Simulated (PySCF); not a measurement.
Correlation energy of W⁶²⁺ (tungsten, charge +62)

[Ne] 3s2, closed-shell 1S. Calculation: PySCF 2.14, in an uncontracted even-tempered set (17 s from 18 bohr⁻², ratio 2.5; 12 p from 23 bohr⁻², ratio 2.5; 4 d from 84 bohr⁻², ratio 2.7; 4 f from 130 bohr⁻², ratio 2.7); scalar relativity by spin-free X2C-1e. Frozen: 1s2; 10 electrons correlated; the 20 highest virtual orbitals of each spin left out.

```csv
level,correlation energy (mhartree)
CCSD,-495.11
(T),-0.35
CCSD(T),-495.46
```

Diagnostics: T1 = 9.8e-05, D1 = 0.0003, largest double amplitude 0.032.

Cost of the coupled-cluster step: roughly 6 core-seconds, for 10 correlated electrons.

At this charge the one-electron X2C treatment keeps the bare 1/r₁₂, with no two-electron picture change or Breit term. The effect here is smaller than on the frozen 1s shell; and a scalar Hamiltonian misses the large spin-orbit splitting of the p shells, which matters for ns² → np² pairs.
